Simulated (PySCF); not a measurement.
**ICl⁺: from constants to spectrum**

UHF-CCSD(T) constants of ICl⁺, ²Π (doublet), unpaired electrons π ↑ (I def2-SVP with ECP28, Cl def2-SVP; scalar-relativistic core potentials (PySCF 2.14); masses 126.9045 and 34.9689 u):

* ωe: 400.6 cm⁻¹
* ωexe: 1.53 cm⁻¹
* Be: 0.11543 cm⁻¹
* αe: 0.000541 cm⁻¹
* D (centrifugal): 3.83e-08 cm⁻¹
* De to I⁺ + Cl: 1.85 eV

Problem. Give the vibrational terms G(v) and spacings up to v = 6.

Solution. G(v) = ωe(v+½) − ωexe(v+½)².

```csv
v,G(v) (cm⁻¹),G(v) − G(v−1),Bv (cm⁻¹)
0,199.9,,0.1152
1,597.5,397.5,0.1146
2,991.9,394.5,0.1141
3,1383.4,391.4,0.1135
4,1771.7,388.4,0.1130
5,2157.0,385.3,0.1125
6,2539.3,382.2,0.1119
```

Problem. How well does the Morse estimate ωe²/(4ωexe) reproduce De, and what is D0?

Solution. It gives 3.25 eV, 176 % of the computed De. D0 = De − G(0) = 1.85 − 0.02 = 1.83 eV.

Correlated steps freeze 9 core orbitals. Correlated levels converge slowly with the basis: in double zeta they bind strong bonds too weakly, by up to about 1 eV, and carry superposition errors of some tenths. Spin–orbit coupling is left out, which matters for elements this heavy, above all for dissociation energies. For an ion De counts to the pair picked by the measured ionisation energies or electron affinities, which need not be the lowest pair at this level. The state was picked by a PBE0 search and need not be the measured ground state.
